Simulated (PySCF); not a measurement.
Species: C3H9NSi.
Cartesian coordinates in Å at the GFN2-xTB level; atoms count from 1:
```xyz
14
C3H9NSi angstrom
C     -2.283    0.064    0.375
N     -1.101   -0.564   -0.172
Si     0.281    0.338   -0.645
C      1.648    0.502    0.632
C      1.909   -0.567   -0.446
H     -2.930    0.497   -0.396
H     -2.864   -0.666    0.941
H     -1.976    0.862    1.048
H     -1.342   -1.371   -0.728
H      0.161    1.375   -1.663
H      2.316    1.351    0.616
H      1.515    0.123    1.636
H      1.940   -1.589   -0.097
H      2.725   -0.356   -1.122
```

The closed-shell SCF was solved with PySCF and density fitting under several settings on one GFN2-xTB geometry (grid level 2 and gas phase unless stated).

```tsv
settings	basis functions	SCF cycles	E (Eh)	HOMO (eV)	LUMO (eV)	dipole (D)
PBE0/pcSseg-1	137	12	-463.5865	-6.48	0.80	1.45
wB97X-D/def2-SVPD	176	13	-463.6865	-8.32	2.14	1.40
PBE0/def2-SVPD, IEF-PCM dimethylsulfoxide, grid level 3, energy threshold 1e-11 Eh	176	11	-463.4197	-6.50	0.59	1.70
```

Estimate the row for these settings: BP86/MINI.

```json
{"settings": "BP86/MINI", "basis functions": "38", "SCF cycles": "13", "E (Eh)": "-460.9585", "HOMO (eV)": "-6.32", "LUMO (eV)": "-0.85", "dipole (D)": "1.50"}
```

Over all rows, what range does the HOMO–LUMO gap span?

From 5.47 eV (BP86/MINI) to 10.46 eV (wB97X-D/def2-SVPD). The functional of the narrowest has no exact exchange, that of the widest range-separated exact exchange.

wB97X-D ran without the empirical dispersion term, which would shift the total energy alone. Cycle counts include a coarse-grid stage where the run had one. One conformer (not necessarily the lowest) at the GFN2-xTB geometry, without vibrations or thermal averaging.
